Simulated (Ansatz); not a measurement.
Calculated with Ansatz (gas phase, PBE0-D4/def2-TZVP geometries, no zero-point term in ΔE). CBS: MP2 limit from def2 TZ/QZ plus the TZ coupled-cluster correction, frozen cores. DFT in def2-TZVPP. Each species was taken in one conformer, which may not be the lowest.

Reaction (redistribution): `C[SiH](N)O` + `N[Si@H](Cl)[Si@@H](N)O` → `N[Si@H](O)[Si@H](N)O` + `C[SiH](N)Cl`

Task: Is it downhill or uphill in electronic energy at CCSD(T)/CBS, and by how much? (Estimate.)

Result: Computed: Uphill: ΔE = +9.4 kJ/mol.

Task: What do these levels give: PBE-D4, r2SCAN-D4, PBE, r2SCAN, CCSD/def2-TZVPP, HF/def2-QZVPP? (Best estimate.)

Result: Ansatz gave: PBE-D4 9.2, r2SCAN-D4 10.7, PBE 7.8, r2SCAN 10.3, CCSD/def2-TZVPP 8.8, HF/def2-QZVPP 9.4 kJ/mol.

Largest T1 diagnostic among the species: 0.012.
